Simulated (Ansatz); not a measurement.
The molecule NaO, multiplicity 2 (the spin of the measured ground state).

D_e counts from the fitted minimum to each atom's lowest state at the same level, without counterpoise.

Correlated levels freeze the inner cores; with def2 sets outer-core shells near the valence are correlated too.

Programs: Ansatz (Gaussian orbitals). Each number belongs to the level named beside it.

### Question
Predict the bond energy D_e from B2PLYP/def2-TZVPP.

### Answer
2.63 eV

### Question
What bond energy D_e does CCSD(T)/def2-QZVPP give?

### Answer
2.67 eV

### Question
What is the computed bond energy D_e (BHLYP/def2-TZVPP)?

### Answer
2.34 eV

Ansatz is an electronic-structure program.
